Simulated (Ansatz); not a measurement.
Reaction (substitution at a C–N bond): `BNC(C)=O` + H₂Se → `CC(=O)[SeH]` + `BN`

Computed with Ansatz on PBE0-D4/def2-TZVP structures; ΔE is electronic, products minus reactants. CBS: MP2 limit from def2 TZ/QZ plus the TZ coupled-cluster correction, frozen cores. This one scheme is used for every species. DFT in def2-TZVPP. B3LYP here is the variant with VWN-RPA as its local correlation; programs differ in this. For Se outer-core shells are correlated without core-valence functions, which leaves a few kJ/mol of doubt a bond. Scalar relativity is left out up to krypton. Each species was taken in one conformer, which may not be the lowest.

| level | ΔE (kJ/mol) | difference from CCSD(T)/CBS |
| --- | --- | --- |
| r2SCAN-D4 | 0.3 | -5.0 |
| PBE0-D4 | 5.7 | 0.4 |
| B3LYP-D4 | 2.3 | -3.0 |
| ωB97X-V | 13.2 | 7.9 |
| PBE | -6.0 | -11.3 |
| r2SCAN | 0.0 | -5.3 |
| PBE0 | 5.8 | 0.5 |
| CCSD/def2-TZVPP | 11.7 | 6.4 |
| MP2/def2-QZVPP | 0.8 | -4.5 |
| MP2/CBS(def2) | 0.1 | -5.2 |
| CCSD(T)/CBS | 5.3 | 0 |

Largest T1 diagnostic among the species: 0.015.

In def2-TZVPP, CCSD(T) changes the Hartree–Fock value by −23.5 kJ/mol (the triples alone add −4.8 kJ/mol) and MP2 by −28.7 kJ/mol. From PBE to PBE0 (25 % exact exchange), in def2-TZVPP and without D4, ΔE moves by +11.8 kJ/mol.
